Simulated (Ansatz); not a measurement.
Cost and result for the atomization energy of ClF$_{2}$HSi (`F[SiH](F)Cl`) (5 atoms, 4 bonds).

```xyz
5

F     0.962   -0.311    1.228
Si   -0.055    0.034    0.074
F    -1.135   -1.114    0.030
Cl    0.933    0.074   -1.685
H    -0.705    1.317    0.353
```

The species carries charge 0 and has multiplicity 1. The structure was optimised at the PBE0-D4/def2-TZVP level. Program: Ansatz. All runs use 2 threads of a server CPU on a shared host. Times are those of one run each, without the atoms' runs, and a repeat can differ threefold. Electronic energies, without spin–orbit coupling; frozen cores. CCSD(T)/CBS adds CCSD(T) − MP2 in def2-TZVPP to the MP2 limit, and its time is that of the two runs behind it. T1 = 0.011. B3LYP takes the VWN-RPA correlation (the form of Gaussian; ORCA's B3LYP/G).

CCSD(T)/CBS is a level of theory with its own doubt, some kJ/mol a heavy atom from the limit and from the frozen cores, so smaller differences don't rank the functionals.

| level | functions | wall time |
| --- | --- | --- |
| CCSD(T)/def2-SVP | 69 | 1.6 s |
| BLYP-D4/def2-TZVPP | 160 | 2.5 s |
| PBE0-D4/def2-TZVPP | 160 | 3.4 s |
| BHLYP-D4/def2-TZVPP | 160 | 3.6 s |
| B3LYP-D4/def2-TZVPP (with forces) | 160 | 4.8 s |
| B2PLYP/def2-TZVPP | 160 | 6 s |
| r2SCAN-D4/def2-TZVPP (with forces) | 160 | 7 s |
| ωB97X-V/def2-TZVPP | 160 | 9 s |
| B97M-V/def2-TZVPP | 160 | 10 s |
| ωB97M-V/def2-TZVPP (with forces) | 160 | 14 s |
| MP2/def2-QZVPP | 284 | 15 s |
| CCSD(T)/def2-TZVPP | 160 | 21 s |
| CCSD(T)/CBS(def2) | – | 35 s |

(1) What atomization energy does each give, and how far from CCSD(T)/CBS? (Estimate.)

## Answers

(1) Computed: 
```json
{"level": "CCSD(T)/def2-SVP", "atomization (kcal/mol)": "418.4", "difference from CCSD(T)/CBS": "-46.8", "per bond": "-11.7"}
{"level": "BLYP-D4/def2-TZVPP", "atomization (kcal/mol)": "455.3", "difference from CCSD(T)/CBS": "-9.9", "per bond": "-2.5"}
{"level": "PBE0-D4/def2-TZVPP", "atomization (kcal/mol)": "453.7", "difference from CCSD(T)/CBS": "-11.5", "per bond": "-2.9"}
{"level": "BHLYP-D4/def2-TZVPP", "atomization (kcal/mol)": "441.2", "difference from CCSD(T)/CBS": "-24.0", "per bond": "-6.0"}
{"level": "B3LYP-D4/def2-TZVPP (with forces)", "atomization (kcal/mol)": "454.5", "difference from CCSD(T)/CBS": "-10.7", "per bond": "-2.7"}
{"level": "B2PLYP/def2-TZVPP", "atomization (kcal/mol)": "455.4", "difference from CCSD(T)/CBS": "-9.8", "per bond": "-2.5"}
{"level": "r2SCAN-D4/def2-TZVPP (with forces)", "atomization (kcal/mol)": "462.8", "difference from CCSD(T)/CBS": "-2.4", "per bond": "-0.6"}
{"level": "ωB97X-V/def2-TZVPP", "atomization (kcal/mol)": "462.5", "difference from CCSD(T)/CBS": "-2.7", "per bond": "-0.7"}
{"level": "B97M-V/def2-TZVPP", "atomization (kcal/mol)": "463.7", "difference from CCSD(T)/CBS": "-1.5", "per bond": "-0.4"}
{"level": "ωB97M-V/def2-TZVPP (with forces)", "atomization (kcal/mol)": "462.6", "difference from CCSD(T)/CBS": "-2.6", "per bond": "-0.6"}
{"level": "MP2/def2-QZVPP", "atomization (kcal/mol)": "479.3", "difference from CCSD(T)/CBS": "14.1", "per bond": "3.5"}
{"level": "CCSD(T)/def2-TZVPP", "atomization (kcal/mol)": "449.6", "difference from CCSD(T)/CBS": "-15.6", "per bond": "-3.9"}
{"level": "CCSD(T)/CBS(def2)", "atomization (kcal/mol)": "465.2", "difference from CCSD(T)/CBS": "0.0", "per bond": "0.0"}
```

From PBE to PBE0 (25 % exact exchange), in def2-TZVPP and without D4, the atomization energy moves by −9.4 kcal/mol: exact exchange takes away binding that semilocal exchange gives to molecules. At CCSD(T), def2-SVP lies −46.8 kcal/mol from the extrapolated value and def2-TZVPP −15.6 kcal/mol: correlation converges slowly with the basis, and small sets miss more of it in the bonded molecule than in its fragments. In def2-TZVPP, CCSD(T) changes the Hartree–Fock value by +100.2 kcal/mol (the triples alone add +7.1 kcal/mol) and MP2 by +120.3 kcal/mol; breaking electron pairs costs correlation energy, which Hartree–Fock lacks.
